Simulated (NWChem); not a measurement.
System: C₃H₄F₂; SMILES FC(F)C=C

The following NWChem deck was run.

```
start job
memory heap 200 mb stack 900 mb global 1100 mb
geometry units angstroms noautosym nocenter noautoz
  C     -0.032749     1.908796     0.237488
  C      0.645859     0.831867    -0.183549
  C      0.018540    -0.517024    -0.392545
  F      0.711025    -1.464542     0.321742
  F     -1.282859    -0.534645     0.024986
  H     -1.109578     1.843908     0.457487
  H      0.464127     2.880756     0.376297
  H      1.724057     0.877314    -0.412269
  H      0.036361    -0.831426    -1.464554
end
basis spherical
  * library def2-svp
end
dft
  xc b3lyp
  iterations 150
end
property
  response 1 0.0773
end
task dft property
```

Geometry: optimised at PBE-D3(BJ)/def2-SVP.

Field at 589 nm.

### Question
Predict the main results of this run. (B3LYP/def2-SVP.) Quantities: isotropic polarisability (bohr³); anisotropy (bohr³).

### Answer
| Item | Result |
|---|---|
| isotropic polarisability (bohr³) | 33.6 |
| anisotropy (bohr³) | 21.8 |
